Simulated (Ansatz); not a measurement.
Reaction (redistribution): `[F][Al]([Br])[Br]` + `C[CH2][Zn][F]` → `C[CH2][Al]([F])[Br]` + `[F][Zn][Br]`

Calculated with Ansatz (gas phase, PBE0-D4/def2-TZVP geometries, no zero-point term in ΔE). CCSD(T)/CBS adds triple-zeta CCSD(T) − MP2 to the extrapolated MP2 energy (def2 sets, frozen cores). Functionals use def2-TZVPP. B3LYP here is the variant with VWN-RPA as its local correlation; programs differ in this. For Br, Zn outer-core shells are correlated without core-valence functions, which leaves a few kJ/mol of doubt a bond. Scalar relativity is left out up to krypton. One conformer a species, not always the lowest.

| level | ΔE (kJ/mol) | difference from CCSD(T)/CBS |
| --- | --- | --- |
| r2SCAN-D4 | 5.9 | 9.2 |
| PBE0-D4 | -0.1 | 3.2 |
| B3LYP-D4 | 2.5 | 5.8 |
| r2SCAN0-D4 | -1.7 | 1.6 |
| BHLYP-D4 | -7.4 | -4.1 |
| PBE-QIDH | -0.9 | 2.4 |
| BLYP | 9.1 | 12.4 |
| r2SCANh | 3.2 | 6.5 |
| BHLYP | -7.7 | -4.4 |
| LC-ωPBE | 0.2 | 3.5 |
| HF/def2-SVP | -25.3 | -22.0 |
| CCSD/def2-SVP | -7.2 | -3.9 |
| HF/def2-TZVPP | -26.2 | -22.9 |
| SCS-MP2/def2-TZVPP | 5.9 | 9.2 |
| MP2/def2-QZVPP | 5.6 | 8.9 |
| MP2/CBS(def2) | 4.3 | 7.6 |
| CCSD(T)/CBS | -3.3 | 0 |

Largest T1 diagnostic among the species: 0.015.

Leaving LDA and LC-ωPBE aside and taking each functional with its dispersion term where it has one, the values, not all of them listed here, spread over 16.8 kJ/mol, from BHLYP-D4 to revPBE-D4. From PBE to PBE0 (25 % exact exchange), in def2-TZVPP and without D4, ΔE moves by −8.3 kJ/mol. In def2-TZVPP, CCSD(T) changes the Hartree–Fock value by +29.2 kJ/mol (the triples alone add +3.7 kJ/mol) and MP2 by +36.8 kJ/mol.
